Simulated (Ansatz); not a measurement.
In2Se3⁻, relaxed as a doublet with UKS PBE-D4/def2-SVPD in Ansatz, starting from the GFN1-xTB geometry. Force threshold 0.02 eV/Å.

In the def2 sets In takes a core potential; there is no spin–orbit coupling. The relaxation made no stability test and no search for a lower SCF solution. Another isomer (doublet) lies 0.41 eV lower at PBE0-D4/def2-TZVPD; other spin states weren't run for this one.

Start:

```xyz
5

In   -0.0955    0.6041   -2.0026
In    0.6585   -0.5364    1.9113
Se    1.7974    1.1995    0.0046
Se   -1.6091    0.4210    0.4322
Se   -0.7514   -1.6881   -0.3455
```

Problem. Estimate the energy that the relaxation releases and the steps that it takes.

Solution. 3.0 kcal/mol, in 5 steps; 26 s on 4 threads of Arm Neoverse V2 on a shared host. No frequencies were taken in this run, so the end may be a saddle point.

Problem. Does the start keep its bonding and symmetry?

Solution. By distances, no bond broke or formed. The bond that changes most is In2–Se5, from 2.90 to 3.04 Å (atoms count from 1). Point group Cs at the start, Cs at the end, both within 0.05 Å.

Problem. Predict the relaxed structure.

Solution. 
```tsv
atom	x (Å)	y (Å)	z (Å)
In1	0.076	0.526	-2.064
In2	0.832	-0.618	1.862
Se3	1.663	1.374	0.080
Se4	-1.587	0.447	0.436
Se5	-0.983	-1.729	-0.314
```
Bond lengths (bridged metal pairs left out): 6 × In–Se 2.80 to 3.04 Å; 1 × Se–Se 2.38 Å.
